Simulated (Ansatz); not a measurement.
Harmonic vibrations of GeH$_{4}$OS$_{2}$ (`[OH][GeH2][S]S`) by finite differences.

```yaml
crystal:
  periodic: [false, false, false]
  atoms:
    - {symbol: O, position_ang: [-1.184290, 1.107069, -0.049112]}
    - {symbol: Ge, position_ang: [0.566533, 0.908220, 0.154915]}
    - {symbol: S, position_ang: [0.998762, -1.102841, 1.028275]}
    - {symbol: S, position_ang: [0.099702, -2.215367, -0.456628]}
    - {symbol: H, position_ang: [-1.513581, 0.565570, -0.771351]}
    - {symbol: H, position_ang: [0.999159, 1.973283, 1.167639]}
    - {symbol: H, position_ang: [1.256062, 0.995759, -1.216243]}
    - {symbol: H, position_ang: [-1.130148, -2.288794, 0.086804]}
basis:
  gaussian: {orbitals: def2-TZVP}
hamiltonian: {xc: pbe0, dispersion: d4}
phonons: {temperatures: {t_min: 298.15, t_max: 900, t_step: 200}}
```

```sh
$ ansatz run in.yaml --threads 4 --pin off --events-out ev --progress --plain
```

Shortened log:

```
Functional definition: PBE0
mean field -80287.25556642 eV, -2950.5022214097 hartree, gradient 6.7e-5 eV, S^2 0.000000; 0 other end points of the search recorded, 0 dependent functions left out
mean field -80287.25543430 eV, -2950.5022165540 hartree, gradient 1.7e-6 eV, S^2 0.000000; 0 other end points of the search recorded, 0 dependent functions left out
mean field -80287.25549676 eV, -2950.5022188496 hartree, gradient 8.8e-7 eV, S^2 0.000000; 0 other end points of the search recorded, 0 dependent functions left out
mean field -80287.25554187 eV, -2950.5022205073 hartree, gradient 1.2e-6 eV, S^2 0.000000; 0 other end points of the search recorded, 0 dependent functions left out
mean field -80287.25547163 eV, -2950.5022179260 hartree, gradient 1.1e-6 eV, S^2 0.000000; 0 other end points of the search recorded, 0 dependent functions left out
mean field -80287.25545654 eV, -2950.5022173717 hartree, gradient 1.3e-6 eV, S^2 0.000000; 0 other end points of the search recorded, 0 dependent functions left out
mean field -80287.25547315 eV, -2950.5022179819 hartree, gradient 8.8e-7 eV, S^2 0.000000; 0 other end points of the search recorded, 0 dependent functions left out
mean field -80287.25547264 eV, -2950.5022179632 hartree, gradient 8.8e-7 eV, S^2 0.000000; 0 other end points of the search recorded, 0 dependent functions left out
mean field -80287.25545224 eV, -2950.5022172134 hartree, gradient 1.5e-6 eV, S^2 0.000000; 0 other end points of the search recorded, 0 dependent functions left out
mean field -80287.25551546 eV, -2950.5022195369 hartree, gradient 9.2e-7 eV, S^2 0.000000; 0 other end points of the search recorded, 0 dependent functions left out
mean field -80287.25547057 eV, -2950.5022178870 hartree, gradient 2.3e-6 eV, S^2 0.000000; 0 other end points of the search recorded, 0 dependent functions left out
mean field -80287.25548131 eV, -2950.5022182819 hartree, gradient 1.9e-6 eV, S^2 0.000000; 0 other end points of the search recorded, 0 dependent functions left out
mean field -80287.25546602 eV, -2950.5022177198 hartree, gradient 1.8e-6 eV, S^2 0.000000; 0 other end points of the search recorded, 0 dependent functions left out
mean field -80287.25557575 eV, -2950.5022217525 hartree, gradient 2.5e-6 eV, S^2 0.000000; 0 other end points of the search recorded, 0 dependent functions left out
mean field -80287.25551587 eV, -2950.5022195518 hartree, gradient 2.2e-6 eV, S^2 0.000000; 0 other end points of the search recorded, 0 dependent functions left out
mean field -80287.25549801 eV, -2950.5022188956 hartree, gradient 2.0e-6 eV, S^2 0.000000; 0 other end points of the search recorded, 0 dependent functions left out
mean field -80287.25553679 eV, -2950.5022203206 hartree, gradient 2.3e-6 eV, S^2 0.000000; 0 other end points of the search recorded, 0 dependent functions left out
mean field -80287.25553875 eV, -2950.5022203928 hartree, gradient 2.1e-6 eV, S^2 0.000000; 0 other end points of the search recorded, 0 dependent functions left out
mean field -80287.25551748 eV, -2950.5022196110 hartree, gradient 1.1e-6 eV, S^2 0.000000; 0 other end points of the search recorded, 0 dependent functions left out
mean field -80287.25548206 eV, -2950.5022183095 hartree, gradient 2.7e-6 eV, S^2 0.000000; 0 other end points of the search recorded, 0 dependent functions left out
mean field -80287.25549423 eV, -2950.5022187566 hartree, gradient 2.1e-6 eV, S^2 0.000000; 0 other end points of the search recorded, 0 dependent functions left out
mean field -80287.25549268 eV, -2950.5022186994 hartree, gradient 2.1e-6 eV, S^2 0.000000; 0 other end points of the search recorded, 0 dependent functions left out
mean field -80287.25559706 eV, -2950.5022225355 hartree, gradient 2.3e-6 eV, S^2 0.000000; 0 other end points of the search recorded, 0 dependent functions left out
mean field -80287.25552106 eV, -2950.5022197425 hartree, gradient 2.1e-6 eV, S^2 0.000000; 0 other end points of the search recorded, 0 dependent functions left out
mean field -80287.25551891 eV, -2950.5022196634 hartree, gradient 2.4e-6 eV, S^2 0.000000; 0 other end points of the search recorded, 0 dependent functions left out
mean field -80287.25552929 eV, -2950.5022200451 hartree, gradient 2.0e-6 eV, S^2 0.000000; 0 other end points of the search recorded, 0 dependent functions left out
mean field -80287.25554361 eV, -2950.5022205712 hartree, gradient 2.1e-6 eV, S^2 0.000000; 0 other end points of the search recorded, 0 dependent functions left out
mean field -80287.25552266 eV, -2950.5022198012 hartree, gradient 2.2e-6 eV, S^2 0.000000; 0 other end points of the search recorded, 0 dependent functions left out
mean field -80287.25550679 eV, -2950.5022192181 hartree, gradient 2.5e-6 eV, S^2 0.000000; 0 other end points of the search recorded, 0 dependent functions left out
mean field -80287.25547143 eV, -2950.5022179185 hartree, gradient 2.6e-6 eV, S^2 0.000000; 0 other end points of the search recorded, 0 dependent functions left out
mean field -80287.25547582 eV, -2950.5022180800 hartree, gradient 2.8e-6 eV, S^2 0.000000; 0 other end points of the search recorded, 0 dependent functions left out
mean field -80287.25555913 eV, -2950.5022211417 hartree, gradient 2.8e-6 eV, S^2 0.000000; 0 other end points of the search recorded, 0 dependent functions left out
mean field -80287.25555458 eV, -2950.5022209744 hartree, gradient 2.4e-6 eV, S^2 0.000000; 0 other end points of the search recorded, 0 dependent functions left out
mean field -80287.25555127 eV, -2950.5022208527 hartree, gradient 2.6e-6 eV, S^2 0.000000; 0 other end points of the search recorded, 0 dependent functions left out
mean field -80287.25552360 eV, -2950.5022198358 hartree, gradient 2.5e-6 eV, S^2 0.000000; 0 other end points of the search recorded, 0 dependent functions left out
mean field -80287.25554411 eV, -2950.5022205896 hartree, gradient 1.1e-6 eV, S^2 0.000000; 0 other end points of the search recorded, 0 dependent functions left out
mean field -80287.25553457 eV, -2950.5022202391 hartree, gradient 1.4e-6 eV, S^2 0.000000; 0 other end points of the search recorded, 0 dependent functions left out
mean field -80287.25555634 eV, -2950.5022210392 hartree, gradient 1.3e-6 eV, S^2 0.000000; 0 other end points of the search recorded, 0 dependent functions left out
mean field -80287.25554556 eV, -2950.5022206429 hartree, gradient 1.2e-6 eV, S^2 0.000000; 0 other end points of the search recorded, 0 dependent functions left out
mean field -80287.25556586 eV, -2950.5022213890 hartree, gradient 9.7e-7 eV, S^2 0.000000; 0 other end points of the search recorded, 0 dependent functions left out
mean field -80287.25555619 eV, -2950.5022210337 hartree, gradient 2.1e-6 eV, S^2 0.000000; 0 other end points of the search recorded, 0 dependent functions left out
mean field -80287.25551880 eV, -2950.5022196597 hartree, gradient 1.9e-6 eV, S^2 0.000000; 0 other end points of the search recorded, 0 dependent functions left out
mean field -80287.25552734 eV, -2950.5022199734 hartree, gradient 1.5e-6 eV, S^2 0.000000; 0 other end points of the search recorded, 0 dependent functions left out
mean field -80287.25549626 eV, -2950.5022188313 hartree, gradient 1.1e-6 eV, S^2 0.000000; 0 other end points of the search recorded, 0 dependent functions left out
mean field -80287.25550293 eV, -2950.5022190763 hartree, gradient 1.7e-6 eV, S^2 0.000000; 0 other end points of the search recorded, 0 dependent functions left out
mean field -80287.25555022 eV, -2950.5022208143 hartree, gradient 2.3e-6 eV, S^2 0.000000; 0 other end points of the search recorded, 0 dependent functions left out
mean field -80287.25557543 eV, -2950.5022217408 hartree, gradient 2.4e-6 eV, S^2 0.000000; 0 other end points of the search recorded, 0 dependent functions left out
mean field -80287.25553773 eV, -2950.5022203552 hartree, gradient 9.6e-7 eV, S^2 0.000000; 0 other end points of the search recorded, 0 dependent functions left out
mean field -80287.25555645 eV, -2950.5022210431 hartree, gradient 2.8e-6 eV, S^2 0.000000; 0 other end points of the search recorded, 0 dependent functions left out
Total energy: -80287.44437769 eV, -2950.5091600956 hartree
Atom 0 at    -1.184290     1.107069    -0.049112 Å, force     0.000469    -0.000182    -0.001428 eV/Å
Atom 1 at     0.566533     0.908220     0.154915 Å, force    -0.001608     0.001968     0.002542 eV/Å
Atom 2 at     0.998762    -1.102841     1.028275 Å, force     0.004768     0.001392    -0.002239 eV/Å
Atom 3 at     0.099702    -2.215367    -0.456628 Å, force    -0.002534    -0.002675     0.002609 eV/Å
Atom 4 at    -1.513581     0.565570    -0.771351 Å, force    -0.001368     0.000809    -0.000121 eV/Å
Atom 5 at     0.999159     1.973283     1.167639 Å, force     0.000562     0.001885     0.000691 eV/Å
Atom 6 at     1.256062     0.995759    -1.216243 Å, force     0.000270    -0.002276     0.001162 eV/Å
Atom 7 at    -1.130148    -2.288794     0.086804 Å, force    -0.000558    -0.000922    -0.003216 eV/Å
Dipole moment:    -0.054357     0.029015    -0.200000 e Å
Vibrations: 58.25 122.60 201.48 213.24 339.54 396.58 503.47 526.73 658.47 709.15 777.01 839.70 888.85 952.97 2151.53 2187.44 2669.58 3882.18 cm⁻¹, zero-point energy 1.120741 eV
```

Hardware: 4 threads of a server CPU on a shared host. Wall time 78 s, peak host memory 0.49 GiB.
